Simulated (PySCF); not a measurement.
SMILES F[SiH2]C#C[SiH3] (C2H5FSi2) (PBE0/def2-SVP optimised geometry):

```
10

Si     2.459    -0.099     0.007
C      0.619    -0.069     0.002
C     -0.605    -0.045     0.000
Si    -2.434    -0.045     0.000
F     -2.968     1.487     0.000
H      2.968     0.832    -1.039
H      2.954     0.325     1.348
H      2.920    -1.487    -0.284
H     -2.934    -0.708     1.232
H     -2.934    -0.711    -1.230
```

Calculation: PBE0/def2-TZVP (PySCF).

Q: What are the frontier orbital energies and the dipole moment?

A: HOMO-2 -10.05 eV, HOMO-1 -8.57 eV, HOMO -8.39 eV, LUMO -1.34 eV, LUMO+1 -0.90 eV; dipole moment 1.63 D.

On the same geometry PBE/def2-TZVP in PySCF 2.14.0 gives HOMO-2 -8.56 eV, HOMO-1 -7.39 eV, HOMO -7.20 eV, LUMO -2.22 eV, LUMO+1 -1.80 eV; dipole moment 1.55 D.

Meta-Löwdin charges at PBE0/def2-TZVP: Si1 0.49, C2 -0.24, C3 -0.29, Si4 0.96, F5 -0.50, H6 -0.07, H7 -0.07, H8 -0.07, H9 -0.10, H10 -0.10.
